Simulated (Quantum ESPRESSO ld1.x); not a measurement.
Ni+, configuration [Ar] 3d9.

Calculated with ld1.x of Quantum ESPRESSO 7.5: non-relativistic Kohn-Sham, PBEsol, spin-unpolarised, spherical densities, point nucleus.

Energy parts (eV):
total: -40994.0
kinetic: 40960.0
electron-nucleus: -97797.0
Hartree: 17515.5
exchange-correlation: -1672.6

Orbitals (lengths in bohr, moments of r in powers of bohr; <r^-3> diverges for s and p1/2; r(max) is where P^2 peaks):
orbital  occ.  eigenvalue (eV)  <r^-3>  r(max)
1s          2         -8117.51       -   0.036
2s          2         -964.054       -   0.208
2p          6         -842.244   597.4   0.166
3s          2         -110.770       -   0.646
3p          6         -73.7239   74.39   0.652
3d          9         -13.0284   6.508   0.636

The highest occupied level is 3d at -13.028 eV. For comparison, the ionisation energy in NIST's Atomic Spectra Database is 18.169 eV (measured). In exact Kohn-Sham theory the highest level is minus the ionisation energy, but local and semilocal functionals leave it too shallow, through self-interaction and a potential that decays too fast; potentials with the right tail come closer.

Beside tabulated values, note that spin-unpolarised runs miss the spin-polarisation part of the exchange energy of open shells.
